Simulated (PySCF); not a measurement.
## Spinor energies of C (carbon, neutral)

Start: [He] 2s2 2p2; 2p3/2 filled at m_j = +1/2, +3/2. Calculated with PySCF 2.14 in x2c-TZVPall-2c: generalised Hartree-Fock with the X2C-1e Hamiltonian and a Gaussian nucleus; one run each with spin-orbit coupling (SO) switched off, then screened by Boettger's factors. This is a chosen level, not necessarily the ground level.

| spinor shell | electrons | ε, spin-free (eV) | ε, screened SO (eV) | weight of nominal j (screened SO) | rms radius, screened SO (bohr) |
| --- | --- | --- | --- | --- | --- |
| 1s1/2 | 2 | -308.23 | -308.23 | 1.000 | 0.312 |
| 2s1/2 | 2 | -19.195 | -19.195 | 1.000 | 1.76 |
| 2p3/2 | 2 | -11.867 | -11.866 | 0.832 | 1.92 |

```tsv
quantity	spin-free	screened SO
E (hartree)	-37.70471	-37.70462
M_J	2	2
⟨J²⟩	6.010	6.010
⟨L²⟩	2.004	2.004
⟨S²⟩	2.006	2.006
```

Each row is a mean over spinors that exchange with the open shell spreads, by up to 6.670 eV (2s1/2).

Rows whose weight is well below 1 are mixtures of j = l ± 1/2: exchange outweighs spin-orbit coupling there, and the label is only the starting occupation.

Without spin-orbit coupling the j labels of p, d and f shells carry no meaning; the spin-free column gives the mean over the occupied spinors of each nl shell.
